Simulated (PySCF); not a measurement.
A basis-limit estimate, worked out

An elementary step of BN₂H₄Cl, singlet (BN₂H₄Cl ([NH2][B]([NH2])[Cl]) → BNHCl ([NH][B][Cl]) + NH₃ (still joined by a long B–N bond); B–N, N–H broken or loosened, N–H formed or tightened). “Start” and “end” are the PBE0-D4/def2-TZVP structures reached by relaxing down either side of its saddle point, with the molecules still in contact.

Program: PySCF 2.14 with density fitting (its default auxiliary sets; JK sets also for MP2 and CCSD(T)). Basis: def2-TZVPP and def2-QZVPP. Cores are frozen in the correlated methods.

Energies in eV:

| quantity | end | start |
| --- | --- | --- |
| Hartree–Fock, triple zeta (X = 3) | -16205.52706 | -16207.81181 |
| Hartree–Fock, quadruple zeta (X = 4) | -16206.05302 | -16208.34095 |
| MP2 correlation, X = 3 | -19.75240 | -19.41067 |
| MP2 correlation, X = 4 | -21.32379 | -20.99399 |
| CCSD(T) correlation, X = 3 | -21.51284 | -21.16602 |

(1) Work out the step energy at the basis limit: extrapolate Hartree–Fock as E(X) = E∞ + A exp(−7.88 √X) and the MP2 correlation as E(X) = E∞ + B X^−2.97 (the exponents that Neese and Valeev fitted for def2-TZVPP and QZVPP), then add CCSD(T) − MP2 in triple zeta.

T1 diagnostic: at most 0.014.

Answers

(1) Each step is linear, so take the differences first (end − start): Hartree–Fock 2.28475 (X = 3) and 2.28793 (X = 4); MP2 correlation -0.34173 and -0.32980; CCSD(T) correlation -0.34682.
Two points give E∞ = E(4) + w [E(4) − E(3)], with w = 1/(exp(7.88 (2 − √3)) − 1) = 0.1377 for Hartree–Fock and w = 1/((4/3)^2.97 − 1) = 0.7407 for the correlation.
Hartree–Fock: 2.28793 + 0.1377 × 0.00318 = 2.2884 eV.
MP2 correlation: -0.32980 + 0.7407 × 0.01193 = -0.3210 eV.
CCSD(T) − MP2: -0.34682 − (-0.34173) = -0.0051 eV.
Sum: 2.2884 + (-0.3210) + (-0.0051) = 1.9623 eV, or 45.25 kcal/mol. Plain CCSD(T) in triple zeta gives 1.9379 eV, so the larger basis shifts the result by 0.0244 eV.

Labels in which every atom is bracketed show which atoms are joined, not bond orders.

For scale, one of the runs: CCSD(T)/def2-TZVPP, 191 basis functions, launched by `OMP_NUM_THREADS=4 python run.py`. Hardware: 4 CPU threads of a Oxide Virtual Turin-like, shared host. Wall time 2.9 min; peak host memory 2.2 GiB.
